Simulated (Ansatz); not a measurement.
H₅OSSi₂, SMILES `O[SiH2]S[SiH2]` radical. Charge 0, multiplicity 2. The structure was optimised at the PBE0-D4/def2-TZVP level. It is one conformer, not always the lowest.

```xyz
9

O    -1.949    0.179    0.575
Si   -0.471    0.804    0.905
S     1.065   -0.688    0.997
Si    1.555   -0.684   -1.076
H    -2.056   -0.316   -0.239
H    -0.062    1.798   -0.121
H    -0.578    1.404    2.249
H     0.320   -0.497   -1.898
H     2.176   -2.000   -1.392
```

Q: What is the dipole moment at B3LYP/def2-TZVPP? (Best estimate.)

A: The calculation gave: 1.38 D, with components (-0.11, 0.05, -1.38) D in this frame, pointing from negative to positive charge.

Q: And with PBE, r2SCAN, ωB97M-V? (Estimate.)

A: Ansatz gave: PBE 1.29 D, r2SCAN 1.41 D, ωB97M-V 1.46 D.

Q: Give the Mulliken charges with B3LYP, r2SCAN, ωB97M-V in def2-TZVPP. (An estimate is asked.)

A: Ansatz gave: 
| atom | B3LYP | r2SCAN | ωB97M-V |
| --- | --- | --- | --- |
| O1 | -0.37 | -0.40 | -0.36 |
| Si2 | 0.52 | 0.54 | 0.40 |
| S3 | -0.29 | -0.30 | -0.25 |
| Si4 | 0.20 | 0.23 | 0.11 |
| H5 | 0.19 | 0.20 | 0.18 |
| H6 | -0.08 | -0.08 | -0.03 |
| H7 | -0.06 | -0.07 | -0.02 |
| H8 | -0.06 | -0.07 | -0.02 |
| H9 | -0.04 | -0.05 | 0.00 |

B3LYP here is the variant with VWN-RPA as its local correlation; programs differ in this.
